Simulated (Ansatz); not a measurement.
Basis sets compared for Ga3. The state is a doublet with charge 0. Geometry PBE-D4/def2-TZVP. Ansatz on 2 threads of Intel Xeon Platinum 8375C on a shared host; times are rough, and most runs start from earlier orbitals.

```xyz
3

Ga   -0.6894   -1.2782    0.1265
Ga   -0.6057    1.2112    0.5395
Ga    1.2950    0.0669   -0.6660
```

The 6-31G sets use Cartesian d functions. B3LYP takes the VWN-RPA correlation. The order of the spin states hangs on the level: the quartet lies 0.05 eV below the doublet at PBE0-D4/def2-TZVP, but 0.01 eV above it at PBE-D4/def2-TZVP. The structure comes from a short search, and lower isomers may exist.

| level | functions | energy (Eh) | HOMO (eV) | LUMO (eV) | wall time |
| --- | --- | --- | --- | --- | --- |
| PBE-D4/def2-SVP | 96 | -5772.9415 | -4.14 | -3.74 | 2.5 s |
| PBE-D4/def2-TZVP | 144 | -5773.6838 | -4.12 | -3.67 | 7 s |
| PBE-D4/def2-TZVPD | 162 | -5773.6846 | -4.14 | -3.71 | 11 s |
| B3LYP-D4/6-31G | 87 | -5773.6511 | -4.63 | -3.21 | 4.2 s |
| B3LYP-D4/def2-TZVP | 144 | -5774.6993 | -4.62 | -3.20 | 10 s |
| PBE0-D4/def2-SVP | 96 | -5773.0430 | -4.84 | -3.04 | 6 s |
| PBE0-D4/def2-TZVP (with forces) | 144 | -5773.7835 | -4.82 | -2.98 | 15 s |
| PBE0-D4/def2-TZVPD | 162 | -5773.7843 | -4.83 | -2.99 | 19 s |

(1) Estimate the rows for PBE0-D4/def2-QZVPP.

Answers

(1) 
```json
{"level": "PBE0-D4/def2-QZVPP", "functions": "267", "energy (Eh)": "-5773.9126", "HOMO (eV)": "-4.83", "LUMO (eV)": "-2.99", "wall time": "2 min"}
```
